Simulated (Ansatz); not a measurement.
CH3F3OSn, SMILES `FC(F)(F)[O][SnH3]`, 9 atoms. Total charge 0; spin multiplicity 1. Correlated methods include outer-core shells of Sn, which these sets cover unevenly. Sn takes the def2 core potential. All runs use 4 threads of a server CPU on a shared host. Correlated methods freeze the cores.

Task: How many basis functions does each run have, and how long does it take in Ansatz? RHF-CCSD(T)/def2-SVP energy; RHF-MP2/def2-QZVPP energy; RKS PBE0-D4/def2-TZVP relaxation (10 steps); RKS PBE0-D4/def2-TZVP frequencies; RKS ωB97X-V/def2-TZVPP energy; RKS ωB97M-V/def2-SVP energy; direct RPA on PBE orbitals/def2-TZVPP energy; RKS revPBE-D4/def2-TZVPP energy; RKS ωB97M-V/def2-QZVPP energy; RKS CAM-B3LYP-D4/def2-TZVPP energy; RKS PBE0-D4/def2-QZVPP energy; RKS PBE0-D4/def2-SVP energy. (Estimate.)

Result: Computed: Other jobs shared the machine, so times are rough.

```tsv
level	job	functions	wall time	peak host memory (GiB)
RKS PBE0-D4/def2-SVP	energy	111	1.1 s	0.27
RKS revPBE-D4/def2-TZVPP	energy	247	1.8 s	0.33
RKS CAM-B3LYP-D4/def2-TZVPP	energy	247	3.3 s	0.76
RKS ωB97M-V/def2-SVP	energy	111	3.7 s	0.39
direct RPA on PBE orbitals/def2-TZVPP	energy	247	5.5 s	0.71
RKS ωB97X-V/def2-TZVPP	energy	247	6.5 s	0.83
RKS PBE0-D4/def2-QZVPP	energy	457	7 s	1.7
RHF-CCSD(T)/def2-SVP	energy	111	11 s	0.7
RKS ωB97M-V/def2-QZVPP	energy	457	14 s	2
RHF-MP2/def2-QZVPP	energy	457	17 s	2.7
RKS PBE0-D4/def2-TZVP	relaxation (10 steps)	223	36 s	0.69
RKS PBE0-D4/def2-TZVP	frequencies	223	2.3 min	0.68
```
